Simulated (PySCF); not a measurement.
## Mayer bond orders and bond lengths

C5H15PSi2.
Numbering: `[CH3:1][CH:2]([CH3:3])[SiH2:4]/[CH:5]=[CH:6]/[SiH2:7][PH2:8]` (hydrogens: H9, H10, H11 on C1; H12 on C2; H13, H14, H15 on C3; H16, H17 on Si4; H18 on C5; H19 on C6; H20, H21 on Si7; H22, H23 on P8)

Structure used (GFN2-xTB), in Å, numbered top down from 1:
```
atom  x, y, z in Å
C1    -1.800    1.345    0.333
C2    -1.953    0.072   -0.499
C3    -3.407   -0.391   -0.490
Si4   -0.781   -1.308    0.123
C5     0.990   -0.674   -0.014
C6     1.731   -0.237    1.002
Si7    3.490    0.442    0.876
P8     4.306    0.446   -1.213
H9    -0.772    1.703    0.310
H10   -2.072    1.158    1.370
H11   -2.447    2.135   -0.049
H12   -1.688    0.318   -1.534
H13   -4.064    0.392   -0.867
H14   -3.723   -0.638    0.521
H15   -3.537   -1.273   -1.113
H16   -1.081   -1.620    1.525
H17   -0.939   -2.507   -0.711
H18    1.426   -0.645   -1.009
H19    1.300   -0.268    1.997
H20    3.519    1.834    1.344
H21    4.396   -0.380    1.687
H22    3.931   -0.852   -1.505
H23    3.170    0.973   -1.800
```

Bond orders from the PBE0/pcSseg-1 density (PySCF). The structure is a single GFN2-xTB conformer in the gas phase; no vibrational or solvent corrections.

Where do the orders between heavy atoms depart from those drawn in the SMILES?

The largest departure is 0.125, at Si4–C5 (drawn single, 0.875) and C6–Si7 (drawn single, 0.876). Drawn single, order below 0.88: Si4–C5 (0.875) and C6–Si7 (0.876).

Set the Mayer orders of the bonds between heavy atoms beside their lengths.

| bond | drawn as | length (Å) | Mayer order |
| --- | --- | --- | --- |
| C1–C2 | single | 1.528 | 1.031 |
| C2–C3 | single | 1.526 | 1.033 |
| C2–Si4 | single | 1.914 | 0.882 |
| Si4–C5 | single | 1.885 | 0.875 |
| C5–C6 | double | 1.331 | 1.934 |
| C6–Si7 | single | 1.890 | 0.876 |
| Si7–P8 | single | 2.243 | 1.006 |

By pair of heavy elements: C–C: lowest C1–C2 and C2–C3 (1.031, 1.528 Å), highest C5–C6 (1.934, 1.331 Å). C–Si: all 3 within 0.02 of one another (0.875 to 0.882). Bonds named together lie within 0.004.

And the bonds to hydrogen?

C–H: 0.93 to 0.97 (9 bonds); H–Si: 0.93 to 0.96 (4 bonds); H–P: 0.93 (2 bonds).

Sum the orders of all bonds at each heavy atom with more than one neighbour and set the sums beside the valence in the SMILES.

C1 3.922 (drawn 4), C2 3.879 (drawn 4), C3 3.927 (drawn 4), Si4 3.661 (drawn 4), C5 3.735 (drawn 4), C6 3.740 (drawn 4), Si7 3.747 (drawn 4), P8 2.860 (drawn 3). Orders between atoms that aren't bonded are not in these sums.

The Mayer order sums products of elements of PS (density times overlap matrix) between the two atoms' basis functions, so it depends on the basis set.
